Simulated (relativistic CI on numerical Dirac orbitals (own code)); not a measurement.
Pd2+: 4d valence photoemission

Computed with this model: Dirac-Coulomb-Breit CI, KLI orbitals optimised for each configuration, model QED, valence Slater integrals scaled by 0.9, multiplet model of photoemission in the sudden approximation; configurations [Kr] 4d8 → [Kr] 4d7; 300 K; Lorentzian 0.3 eV and Gaussian 0.5 eV FWHM. Energies are those of the free ion, without screening or charge transfer. The energies are binding energies and can lie tens of eV above those of solids. S is read from ⟨S²⟩ = S(S + 1).

Field parameters in Wybourne normalisation: Td as Oh with Dq negative (B⁴₀ = 21Dq, B⁴₄ = √(5/14) B⁴₀). The field is a parameter set, without covalency.

Peaks in eV (height, largest 100): 30.5 (56), 32.7 (100), 33.5 (67), 34.7 (36).

(1) Which surroundings give this spectrum?
A. Td, 10Dq = -5800 cm⁻¹
B. Td, 10Dq = -13150 cm⁻¹
C. free ion
D. Td, 10Dq = -16850 cm⁻¹

## Answers

(1) D. Td, 10Dq = -16850 cm⁻¹, where the ground state has S = 1.00.
